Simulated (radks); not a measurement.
Species: Mo12+. Configuration: [Ar] 3d10 4s2.

Method: non-relativistic Kohn-Sham, LB94 model potential, spin-polarised, spherical densities, point nucleus; relativity is left out, which matters for an element this heavy; computed with a radial shooting solver on a logarithmic mesh with Libxc functionals.

Energy parts (hartree):
| part | energy |
|---|---|
| kinetic | 3939.94372 |
| electron-nucleus | -9095.26447 |
| Hartree | 1338.56671 |
(The LB94 potential has no energy functional, so no total or exchange-correlation energy is given.)

Orbitals (lengths in bohr, moments of r in powers of bohr; r(max) is where P^2 peaks; r(90%) holds 90 % of the orbital's charge):
orbital  occ.  eigenvalue (hartree)  r(90%)   <1/r>   r(max)
1s          2             -723.7210  0.0644   41.52  0.02401
2s          2             -108.9829   0.243   9.368   0.1340
2p          6             -101.3138   0.220   9.379   0.1053
3s          2             -26.07965   0.645   3.249   0.3939
3p          6             -23.10076   0.650   3.170   0.3808
3d         10             -17.64212   0.646   3.016   0.3186
4s          2             -10.25640    1.40   1.407   0.9350
4p          0              -9.24834    1.47   1.342   0.9662
5s          0              -5.59159    2.46  0.7889    1.795

The highest occupied level is 4s at -279.09 eV. The density falls to 0.001 e/bohr^3 at r = 1.99 bohr. For comparison, the ionisation energy in NIST's Atomic Spectra Database is 279.1 eV (semi-empirical). In exact Kohn-Sham theory the highest level is minus the ionisation energy, but local and semilocal functionals leave it too shallow, through self-interaction and a potential that decays too fast; potentials with the right tail come closer. The electron density at the nucleus is 5.177e+04 e/bohr^3.
